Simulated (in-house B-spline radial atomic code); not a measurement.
**The calcium ion Ca⁶⁺: [He] 2s2 (2p1/2)2 (2p3/2)3 3s2 (3p1/2)2 (5d3/2)1 (an excited or competing configuration)**

Level of theory: Dirac-Hartree-Fock, average of the jj configuration, Fermi nucleus of rms radius 3.4776 fm; calculated with a radial B-spline atomic code at the basis-set limit.

Z_r = [3n² - l(l+1)]/(2<r>); Z_e = n√(-2ε); the last column is Slater's effective charge. Values are occupation-weighted means over j.

```tsv
shell	electrons	ε (eV)	<r> (bohr)	Z_r	Z_e	Slater
1s	2	-4270	0.07666	19.57	17.72	19.70
2s	2	-613.22	0.3532	16.99	13.43	16.20
2p	5	-531.56	0.3158	15.84	12.50	16.20
3s	2	-166.39	0.9986	13.52	10.49	11.00
3p	2	-145.32	1.017	12.29	9.80	11.00
5d	1	-30.342	4.296	8.03	7.47	7.00
```

The least bound orbital is 5d3/2 at -30.34 eV, and it is also the most diffuse (<r> = 4.296 bohr). The part-filled 2p shell lies below the filled 3s shell in orbital energy.

For the 1s electron the small component carries 0.512 % of the norm, the zero-frequency Breit interaction raises the level by 3.581 eV, self-energy by 1.67 eV, and vacuum polarisation lowers it by 0.1234 eV.
